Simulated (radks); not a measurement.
The numbers below are computed, except where a source is named.
Species: Co. Configuration: [Ar] 3d8 4s1 (not the ground configuration).

Code: a radial shooting solver on a logarithmic mesh with Libxc functionals. Model: Dirac Kohn-Sham, BLYP, spin-unpolarised, spherical densities, finite nucleus; open shells are shared between the two j in proportion to 2j + 1; Fermi nuclear charge, rms radius 3.7875 fm.

Energy parts (eV):
| part | energy |
|---|---|
| total | -37920.519 |
| kinetic | 38491.108 |
| electron-nucleus | -91029.211 |
| Hartree | 16247.520 |
| exchange-correlation | -1629.937 |

Orbitals (lengths in bohr, moments of r in powers of bohr; r(max) is where P^2 peaks):
| orbital | occ. | eigenvalue (eV) | r(max) | <1/r> | <r^4> | <r^2> | small-component weight |
|---|---|---|---|---|---|---|---|
| 1s1/2 | 2 | -7589.037 | 0.03678 | 27.03 | 0.00004636 | 0.004246 | 9.45e-03 |
| 2s1/2 | 2 | -893.5782 | 0.2132 | 5.838 | 0.01035 | 0.07701 | 1.75e-03 |
| 2p1/2 | 2 | -774.7633 | 0.1701 | 5.789 | 0.007596 | 0.06106 | 1.74e-03 |
| 2p3/2 | 4 | -759.9195 | 0.1727 | 5.677 | 0.007960 | 0.06266 | 1.71e-03 |
| 3s1/2 | 2 | -97.3645 | 0.6692 | 1.831 | 0.7996 | 0.6982 | 3.81e-04 |
| 3p1/2 | 2 | -62.0551 | 0.6742 | 1.698 | 1.111 | 0.7873 | 3.38e-04 |
| 3p3/2 | 4 | -60.2178 | 0.6818 | 1.672 | 1.170 | 0.8072 | 3.31e-04 |
| 4s1/2 | 1 | -4.3889 | 2.424 | 0.4210 | 234.6 | 11.33 | 2.71e-05 |
| 3d3/2 | 3.2 | -4.2999 | 0.6735 | 1.219 | 15.20 | 2.005 | 1.96e-04 |
| 3d5/2 | 4.8 | -4.1257 | 0.6765 | 1.209 | 16.14 | 2.054 | 1.94e-04 |

The highest occupied level is 3d5/2 at -4.126 eV. The electron density at the nucleus is 1.723e+04 e/bohr^3.
